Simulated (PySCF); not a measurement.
A structure optimised at PBE0-D3(BJ)/def2-TZVP, used in a PySCF frequency run:

```xyz
6

B      0.5848     0.5254     0.0000
H      1.7693     0.6482     0.0000
Cl    -0.1025    -1.1033     0.0000
N     -0.2552     1.6237     0.0000
H      0.0953     2.5657     0.0000
H     -1.2588     1.5490     0.0000
```
Charge 0, spin multiplicity 1.

Write its SMILES, formula and point group.

NBCl, BClH₃N, Cs

What are its rotational constants (standard atomic weights)?

51.933, 5.4930, 4.9676 GHz
